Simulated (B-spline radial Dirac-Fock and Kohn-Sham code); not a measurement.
# Two-hole binding energies of Ga²⁺

System: the Ga²⁺ ion, configuration [Ar] 3d10 4s1, inside a Watson sphere of charge -2 and radius 1.8 Å (a model of the Madelung potential; inside it an electron's potential energy is raised by 16.0 eV).

Input of the calculation (task.json; shells as n, l, electrons):

```json
{"items": [{
  "Z": 31,
  "q": 2,
  "cfg": [[1, 0, 2], [2, 0, 2], [2, 1, 6], [3, 0, 2], [3, 1, 6], [3, 2, 10], [4, 0, 1]],
  "A": 69,
  "rrms": 3.9973,
  "watson": [-2, 1.8],
  "do": ["binding", "quiet", "double"]
}]}
```

Run with: `python xray_run.py task.json out`

The computed values come from an atomic code on a B-spline grid: Dirac-Fock energy differences between relaxed states, corrected for Breit and QED terms. U is the two-hole binding energy less the two single-hole energies, the effective repulsion of the holes after relaxation. Each two-hole energy is an average over J within one jj subconfiguration.

| holes | E(a) (eV) | E(b) (eV) | E(ab) (eV) | U (eV) |
| --- | --- | --- | --- | --- |
| 1s⁻² | 10382.7 | 10382.7 | 21211.2 | 445.8 |
| 1s⁻¹ 2p1/2⁻¹ | 10382.7 | 1158.6 | 11656.3 | 115.0 |
| 1s⁻¹ 2p3/2⁻¹ | 10382.7 | 1131.5 | 11625.5 | 111.3 |
| 2s⁻¹ 2p1/2⁻¹ | 1320.0 | 1158.6 | 2540.4 | 61.8 |
| 2p1/2⁻¹ 2p3/2⁻¹ | 1158.6 | 1131.5 | 2365.7 | 75.6 |
| 2p3/2⁻² | 1131.5 | 1131.5 | 2339.8 | 76.8 |
| 2s⁻¹ 3p3/2⁻¹ | 1320.0 | 120.5 | 1469.1 | 28.5 |
| 2p3/2⁻¹ 3p1/2⁻¹ | 1131.5 | 124.1 | 1285.2 | 29.6 |
| 2p1/2⁻¹ 3d5/2⁻¹ | 1158.6 | 31.01 | ? | ? |
| 2p1/2⁻¹ 3d3/2⁻¹ | 1158.6 | 31.44 | 1216.4 | 26.3 |
| 2p3/2⁻¹ 3d3/2⁻¹ | 1131.5 | 31.44 | 1190.3 | 27.3 |
| 3p1/2⁻² | 124.1 | 124.1 | 274.8 | 26.6 |
| 3d3/2⁻¹ 3d5/2⁻¹ | 31.44 | 31.01 | 86.09 | 23.6 |
| 3d5/2⁻² | 31.01 | 31.01 | 85.39 | 23.4 |

Question: Give the missing two-hole energy and U.

Answer: E(ab) = 1216.9 eV and U = 27.3 eV.
